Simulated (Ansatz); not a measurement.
Steps of a relaxation of `[CH3][Al]([SiH3])[Br]` with RKS PBE0-D4/def2-TZVP.

```sh
$ ansatz run in.yaml --threads 4 --pin off --events-out ev --progress --plain --max-ram 10444MiB
```

```yaml
crystal:
  periodic: [false, false, false]
  atoms:
    - {symbol: C, position_ang: [-0.733535, 1.615215, -0.779874]}
    - {symbol: Al, position_ang: [-0.531844, -0.310423, -0.483593]}
    - {symbol: Si, position_ang: [1.091279, -1.278134, 1.087292]}
    - {symbol: Br, position_ang: [-1.862299, -1.742596, -1.671476]}
    - {symbol: H, position_ang: [0.226610, 2.060440, -1.119875]}
    - {symbol: H, position_ang: [-0.999711, 2.128031, 0.169686]}
    - {symbol: H, position_ang: [-1.512261, 1.852944, -1.531597]}
    - {symbol: H, position_ang: [1.074884, -2.783058, 1.140768]}
    - {symbol: H, position_ang: [0.842983, -0.755297, 2.483023]}
    - {symbol: H, position_ang: [2.486994, -0.838222, 0.708446]}
basis:
  gaussian: {orbitals: def2-TZVP}
hamiltonian: {xc: pbe0, dispersion: d4}
relax: {f_tol: 0.005, max_steps: 150}
```

Positions (Å) and forces (eV/Å) along the path, 7 of 7 steps:

```xyz
10
step=1 energy=-85642.7655 eV
C    -0.734    1.615   -0.780   -0.038    0.326   -0.043
Al   -0.532   -0.310   -0.484   -0.079    0.096   -0.093
Si    1.091   -1.278    1.087    0.210   -0.080    0.184
Br   -1.862   -1.743   -1.671    0.128    0.130    0.119
H     0.227    2.060   -1.120   -0.452   -0.217    0.157
H    -1.000    2.128    0.170    0.123   -0.241   -0.442
H    -1.512    1.853   -1.532    0.375   -0.117    0.359
H     1.075   -2.783    1.141   -0.010    0.324   -0.021
H     0.843   -0.755    2.483    0.041   -0.117   -0.295
H     2.487   -0.838    0.708   -0.298   -0.104    0.076
10
step=2 energy=-85642.7909 eV
C    -0.734    1.612   -0.779   -0.005    0.093   -0.002
Al   -0.521   -0.301   -0.476   -0.033    0.086   -0.041
Si    1.091   -1.275    1.085    0.079   -0.018    0.067
Br   -1.841   -1.729   -1.651    0.006   -0.002    0.008
H     0.214    2.055   -1.118   -0.126   -0.062    0.045
H    -0.999    2.123    0.158    0.036   -0.071   -0.126
H    -1.505    1.839   -1.524    0.104   -0.043    0.101
H     1.064   -2.766    1.131   -0.012    0.078   -0.013
H     0.839   -0.762    2.468    0.018   -0.031   -0.067
H     2.475   -0.846    0.709   -0.068   -0.029    0.028
10
step=3 energy=-85642.7929 eV
C    -0.734    1.611   -0.778   -0.008   -0.013   -0.006
Al   -0.522   -0.298   -0.479    0.015    0.032    0.009
Si    1.094   -1.268    1.085    0.002   -0.008   -0.002
Br   -1.840   -1.730   -1.649    0.003   -0.005    0.005
H     0.210    2.051   -1.117    0.010    0.000   -0.005
H    -0.998    2.118    0.155   -0.004    0.000    0.011
H    -1.502    1.834   -1.520   -0.012    0.006   -0.011
H     1.051   -2.754    1.119    0.000   -0.009    0.002
H     0.846   -0.765    2.468   -0.009   -0.001    0.004
H     2.479   -0.851    0.719    0.003   -0.002   -0.007
10
step=4 energy=-85642.7932 eV
C    -0.736    1.615   -0.781    0.001   -0.010    0.001
Al   -0.516   -0.291   -0.475    0.007   -0.005    0.005
Si    1.095   -1.274    1.086   -0.005    0.014   -0.007
Br   -1.832   -1.729   -1.641   -0.005   -0.008   -0.004
H     0.205    2.058   -1.122    0.013    0.008   -0.005
H    -1.002    2.124    0.151   -0.004    0.008    0.013
H    -1.507    1.833   -1.522   -0.011   -0.001   -0.010
H     1.051   -2.760    1.120   -0.007   -0.006   -0.006
H     0.844   -0.770    2.468    0.002    0.000    0.010
H     2.480   -0.858    0.719    0.010   -0.001    0.003
10
step=5 energy=-85642.7933 eV
C    -0.737    1.616   -0.782    0.001   -0.002    0.000
Al   -0.514   -0.289   -0.475    0.002   -0.002    0.001
Si    1.096   -1.273    1.087   -0.001    0.007   -0.002
Br   -1.829   -1.730   -1.639   -0.002   -0.004   -0.001
H     0.203    2.060   -1.124    0.002    0.004   -0.001
H    -1.003    2.126    0.150   -0.001    0.004    0.003
H    -1.509    1.832   -1.523   -0.002   -0.001   -0.002
H     1.047   -2.759    1.115   -0.004   -0.002   -0.003
H     0.846   -0.773    2.470    0.002   -0.002    0.003
H     2.483   -0.862    0.722    0.003   -0.002    0.003
10
step=6 energy=-85642.7934 eV
C    -0.739    1.619   -0.784    0.000    0.005   -0.001
Al   -0.511   -0.286   -0.473    0.000   -0.002    0.000
Si    1.098   -1.273    1.088    0.000   -0.001    0.000
Br   -1.825   -1.731   -1.633    0.000    0.000    0.000
H     0.200    2.066   -1.127    0.000   -0.001    0.000
H    -1.007    2.129    0.147    0.000   -0.001    0.000
H    -1.511    1.830   -1.526    0.000   -0.001    0.000
H     1.040   -2.759    1.109   -0.001    0.000   -0.001
H     0.849   -0.778    2.473    0.000    0.000    0.001
H     2.488   -0.868    0.727    0.001    0.000    0.000
10
step=7 energy=-85642.7934 eV
C    -0.739    1.620   -0.785    0.001    0.004    0.001
Al   -0.509   -0.284   -0.472   -0.001   -0.001   -0.001
Si    1.099   -1.273    1.089    0.000   -0.001    0.000
Br   -1.823   -1.731   -1.631    0.000   -0.001    0.000
H     0.198    2.068   -1.129    0.000    0.000    0.000
H    -1.008    2.131    0.146    0.000    0.000    0.000
H    -1.512    1.828   -1.527    0.000   -0.001    0.000
H     1.038   -2.760    1.107    0.000    0.000    0.000
H     0.851   -0.781    2.475    0.000    0.000    0.000
H     2.490   -0.871    0.729    0.000    0.000    0.000
```

It took 28 s on 4 threads of an Arm Neoverse V1 on a shared host, with 0.54 GiB of host memory at the peak.
